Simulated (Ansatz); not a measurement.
## Two structures, one formula

The two ends of one reaction step of Si$_{2}$NH$_{8}$O$_{2}$F$_{3}$, singlet (PBE0-D4/def2-TZVP).

A:

```
16
angstrom
Si -0.6358 1.0280 0.1909
O -0.3940 -0.0832 -1.0054
Si 0.6340 -0.0512 -2.3019
F -1.9357 0.2362 0.8246
F 0.7965 1.8272 -0.0721
F -1.4825 2.3608 -0.0558
H 0.2563 -0.5346 1.7723
N 0.1853 0.4973 1.8462
H -0.2988 -1.7587 0.1128
O 0.0471 -2.1608 0.9257
H 0.4933 1.2120 -3.0640
H 2.0407 -0.2299 -1.8633
H 0.2485 -1.1994 -3.1603
H -0.4145 0.7036 2.6383
H 1.1028 0.9067 1.9814
H -0.6433 -2.7540 1.2309
```

B:

```tsv
atom	x (Å)	y (Å)	z (Å)
Si1	-0.6197	1.0423	0.3943
O2	-0.4020	-0.2516	-0.8738
Si3	0.7196	-0.1086	-2.1593
F4	-1.9008	0.1364	0.9124
F5	0.6907	1.7504	-0.3615
F6	-1.5448	2.3050	0.0738
H7	0.2475	-1.3422	1.3947
N8	0.2787	0.6855	1.8257
H9	-0.3967	-1.1328	-0.3554
O10	-0.0481	-2.0832	0.8220
H11	0.3440	1.0712	-2.9548
H12	2.1093	-0.0924	-1.6643
H13	0.4846	-1.3552	-2.9282
H14	-0.2423	0.5953	2.6847
H15	1.1488	1.1730	1.9719
H16	-0.8688	-2.3929	1.2176
```

Program: Ansatz 0.2.0. Basis: def2-TZVPP. Cores are frozen in the correlated methods. B3LYP uses VWN-RPA correlation.

**Question.** Which structure is lower at CCSD(T), and by how much? (Judge from chemistry; the value comes from the calculation.)

**Answer.** By the calculation: A, by 0.763 eV (electronic energy, against the other). By their contacts, A is a complex of Si₂NH₆OF₃ ([NH3][Si]([F])([F])([F])[O][SiH3]) + H₂O and B is a complex of Si₂NH₆OF₃ ([NH2][Si]([F])([F])([F])[OH][SiH3]) + H₂O.

All methods give the same order:

```tsv
method	E(B) − E(A) (eV)
SPW92	0.508
PBE-D4	0.676
BLYP-D4	0.727
r2SCAN-D4	0.721
B97M-V	0.800
PBE0-D4	0.724
B3LYP-D4	0.757
r2SCAN0-D4	0.747
BHLYP-D4	0.808
CAM-B3LYP-D4	0.741
wB97X-V	0.752
wB97M-V	0.718
B2PLYP	0.777
PBE-QIDH	0.758
RPA on PBE	0.761
HF	0.981
MP2	0.755
CCSD	0.796
CCSD(T)	0.763
```

No T1 diagnostic of these runs exceeds 0.012.

Labels in which every atom is bracketed show which atoms are joined, not bond orders.

For scale, one of the runs: CCSD(T)/def2-TZVPP, 382 basis functions, launched by `ansatz run in.yaml --threads 4 --pin off --events-out ev --progress --plain --max-ram 46080MiB --backend cuda --devices 0, --max-vram 37GiB`. The run took 18 s on 4 CPU threads of an AMD EPYC 7R13 and a share of one NVIDIA H100 (shared host), with 0.91 GiB of host memory at its peak.
